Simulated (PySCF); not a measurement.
## From computed data to an observable: chemical shift, span and skew from a shielding tensor

C4H7NSi, SMILES C=C(C#C)[SiH2]N. Atoms are numbered in the order given.

```xyz
13

C     -1.2073     2.3041     0.6302
C     -1.0893     1.1039     0.3941
C     -0.8345    -0.2608     0.0772
C     -1.7167    -1.2643     0.3304
Si     0.8631    -0.6217    -0.7214
N      2.2617    -0.1271     0.1953
H     -1.3464     3.3537     0.8463
H     -2.7000    -1.0759     0.7936
H     -1.4708    -2.3077     0.0733
H      0.9264     0.1155    -2.0292
H      0.9170    -2.1127    -0.9162
H      2.4420     0.8792     0.2580
H      2.4039    -0.5550     1.1150
```

Coordinates come from a PBE-D3(BJ)/def2-SVP optimisation. This is a generated structure with no PubChem entry under its InChIKey; it may be hypothetical. The values are those of a single conformer.

GIAO shieldings from KT2/pcSseg-1 in PySCF, non-relativistic, no solvent. The symmetric part of the tensor of C3 has the principal values -49.5, 41.7, 156.8 ppm. The same nucleus in TMS has σ = 185.1 ppm at this level (PySCF, at its B3LYP-D3(BJ)/def2-TZVP geometry).

Question: Work out the isotropic shielding, the ¹³C shift against TMS, the span and the skew.

Answer: 
σ(iso) = (σ11 + σ22 + σ33)/3 = 49.7 ppm. δ = σ(ref) − σ(iso) = 185.1 − (49.7) = 135.4 ppm.
Span Ω = σ33 − σ11 = 206.3 ppm. Skew κ = 3(σ(iso) − σ22)/Ω = 0.12. Tumbling in solution averages the tensor to δ; in a static solid the shielding alone would spread this spin-1/2 line over Ω.
